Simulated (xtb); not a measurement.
C₄H₇ClSi, SMILES C=C=C(C)[SiH2]Cl. All values are semi-empirical tight-binding results from xtb (GFN2-xTB unless named), good for trends rather than for accurate numbers. Geometry: GFN2-xTB. This is a generated structure with no PubChem entry under its InChIKey; it may be hypothetical. The values are those of a single conformer.

Computed properties:
```yaml
orbital_gap: 4.49 eV
dipole_moment: 1.82 D
zero_point_energy: 56.8 kcal/mol
G − E(el) at 298.15 K (modified RRHO): 35.6 kcal/mol
static polarisability (D4 model): 87.8 bohr³
solvation energy, GFN2-xTB/ALPB(water): -1.0 kcal/mol
solvation energy, GFN2-xTB/ALPB(octanol): -5.0 kcal/mol
```
